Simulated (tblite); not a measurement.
Compound: C5H3OP.
Numbering: `[P:1]#[C:2][c:3]1[cH:4][cH:5][o:6][cH:7]1` (hydrogens: H8 on C4; H9 on C5; H10 on C7)

Computed with GFN2-xTB (tblite), gas phase: L-BFGS steps from a force-field or distance-geometry start until the largest atomic force falls under 0.01 eV/Å.

Step 4: E = -509.9925 eV
```
atom  x, y, z in Å  |  force x, y, z in eV/Å
P1      3.5224   -0.2115    0.0688   -0.103  -0.006  -0.009
C2      1.9711   -0.0598    0.0332    0.247   0.016   0.023
C3      0.5878    0.0688    0.0103    0.078   0.081  -0.009
C4     -0.3717   -0.9817   -0.0381   -0.107  -0.166   0.012
C5     -1.5877   -0.3798   -0.0452    0.130  -0.137  -0.018
O6     -1.4611    0.9610   -0.0083    0.017  -0.004   0.011
C7     -0.1470    1.2309    0.0260    0.061  -0.077   0.007
H8     -0.1571   -2.0294   -0.0568   -0.019  -0.047  -0.012
H9     -2.5597   -0.8341   -0.0791   -0.052   0.273   0.009
H10     0.2119    2.2403    0.0664   -0.251   0.067  -0.014
```

Step 5: E = -510.0054 eV
```
atom  x, y, z in Å  |  force x, y, z in eV/Å
P1      3.5259   -0.2138    0.0681   -0.142   0.008  -0.003
C2      1.9745   -0.0547    0.0360    0.462  -0.047  -0.002
C3      0.5950    0.0661    0.0057   -0.097   0.046   0.079
C4     -0.3646   -0.9901   -0.0327   -0.125  -0.057  -0.088
C5     -1.5789   -0.3863   -0.0497   -0.071  -0.080   0.064
O6     -1.4525    0.9522   -0.0060   -0.082   0.045  -0.028
C7     -0.1428    1.2260    0.0277    0.045   0.026  -0.015
H8     -0.1604   -2.0388   -0.0585    0.040  -0.058   0.001
H9     -2.5700   -0.8038   -0.0780    0.088   0.131   0.002
H10     0.1828    2.2478    0.0648   -0.117  -0.014  -0.010
```

**Question.** Estimate the geometry and energy of step 6. (The exact step hangs on the optimiser's Hessian estimate; all steps are aligned on step 5, rigid shifts and turns removed.)

**Answer.** E = -510.0082 eV, largest force 0.180 eV/Å
```
atom  x, y, z in Å  |  force x, y, z in eV/Å
P1      3.5274   -0.2146    0.0679    0.044  -0.008   0.002
C2      1.9789   -0.0535    0.0368    0.176  -0.034  -0.012
C3      0.5968    0.0652    0.0056   -0.073   0.026   0.086
C4     -0.3635   -0.9938   -0.0324   -0.125   0.054  -0.093
C5     -1.5782   -0.3888   -0.0501    0.034  -0.009   0.074
O6     -1.4510    0.9499   -0.0057   -0.068   0.042  -0.031
C7     -0.1413    1.2257    0.0279   -0.008  -0.068  -0.021
H8     -0.1608   -2.0424   -0.0590    0.052  -0.061   0.003
H9     -2.5718   -0.7928   -0.0776    0.021   0.040  -0.002
H10     0.1723    2.2497    0.0641   -0.054   0.018  -0.006
```

The energy changes by -0.0027 eV. The first-order estimate −F·Δx gives -0.0042 eV and the mean of the old and new forces, exact on a quadratic surface, -0.0027 eV. The step makes an angle of 66° with the force vector and moves no atom by more than 0.011 Å.

The cost below is that of the whole relaxation. Hardware: an Arm Neoverse V1 with one thread, no GPU, on a shared host. Cost: 0.12 s.
